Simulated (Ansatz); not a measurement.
[Al(H)3(S(CH3)2)] with one electron removed (charge 1, multiplicity 2), frozen-core CCSD(T)/cc-pVTZ // B3LYP-D3(BJ)/def2-SVP (Ansatz, a first-principles code). The run hit its time limit unfinished.

Ansatz 0.2 input:
```yaml
crystal:
  periodic: [false, false, false]
  atoms:
    - { symbol: Al, position_ang: [-0.048971, -0.139311, -0.280277] }
    - { symbol: H, position_ang: [-0.204423, -0.276071, -1.863403] }
    - { symbol: H, position_ang: [1.429409, -0.260931, 0.330425] }
    - { symbol: H, position_ang: [-1.271476, -0.531895, 0.668634] }
    - { symbol: C, position_ang: [1.335579, 2.83463, -0.926134] }
    - { symbol: S, position_ang: [-0.209527, 2.341631, -0.097854] }
    - { symbol: C, position_ang: [0.256049, 2.575928, 1.647089] }
    - { symbol: H, position_ang: [2.172049, 2.222851, -0.55981] }
    - { symbol: H, position_ang: [1.522979, 3.90334, -0.752461] }
    - { symbol: H, position_ang: [1.190147, 2.653458, -1.999505] }
    - { symbol: H, position_ang: [1.147138, 1.97746, 1.883572] }
    - { symbol: H, position_ang: [-0.592458, 2.225884, 2.250076] }
    - { symbol: H, position_ang: [0.434294, 3.642584, 1.841737] }
basis:
  gaussian: { orbitals: cc-pVTZ }
correlation:
  method: ccsd_t
total_charge: 1
magnetization:
  spin_polarized: true
  initial_magnetization: 1
```

The last lines of the output:

```
mean field evaluation 320: about -19595.5212 eV, gradient 1.1e-1 eV
mean field evaluation 352: about -19595.6469 eV, gradient 5.7e-2 eV
mean field evaluation 384: about -19593.4037 eV, gradient 1.6e-3 eV
mean field evaluation 416: about -19595.3130 eV, gradient 7.6e-3 eV
mean field -19595.68709001 eV, -720.1282181241 hartree, gradient 3.2e-6 eV, S^2 0.769463; 18 other end points of the search recorded, 0 dependent functions left out
determinant -19595.68709001 eV, -720.1282181241 hartree, with singles and doubles -19614.40238745 eV, -720.8159926194 hartree
determinant -19595.64726912 eV, -720.1267547334 hartree, with singles and doubles -19614.40380237 eV, -720.8160446169 hartree
determinant -19595.61057546 eV, -720.1254062663 hartree, with singles and doubles -19614.33237718 eV, -720.8134197895 hartree
determinant -19595.61050835 eV, -720.1254038001 hartree, with singles and doubles -19614.33229904 eV, -720.8134169177 hartree
determinant -19595.53076480 eV, -720.1224732786 hartree, with singles and doubles -19614.35112230 eV, -720.8141086598 hartree
determinant -19595.45897814 eV, -720.1198351675 hartree, with singles and doubles -19614.41451588 eV, -720.8164383308 hartree
determinant -19595.31295288 eV, -720.1144688383 hartree, with singles and doubles -19613.96721094 eV, -720.8000001776 hartree
determinant -19595.31249217 eV, -720.1144519073 hartree, with singles and doubles -19613.96679067 eV, -720.7999847328 hartree
determinant -19593.40373806 eV, -720.0443064878 hartree, with singles and doubles -19612.25078329 eV, -720.7369226250 hartree
determinant -19595.68709001 eV, -720.1282181241 hartree, with singles and doubles -19614.07245037 eV, -720.8038676554 hartree
determinant -19595.64726912 eV, -720.1267547334 hartree, with singles and doubles -19614.11496099 eV, -720.8054298919 hartree
determinant -19595.61057546 eV, -720.1254062663 hartree, with singles and doubles -19614.04477843 eV, -720.8028507304 hartree
determinant -19595.61050835 eV, -720.1254038001 hartree, with singles and doubles -19614.04469976 eV, -720.8028478392 hartree
determinant -19595.53076480 eV, -720.1224732786 hartree, with singles and doubles -19614.05042961 eV, -720.8030584072 hartree
determinant -19595.45897814 eV, -720.1198351675 hartree, with singles and doubles -19614.09643953 eV, -720.8047492407 hartree
determinant -19595.68709001 eV, -720.1282181241 hartree, with singles and doubles -19614.08931367 eV, -720.8044873702 hartree
```
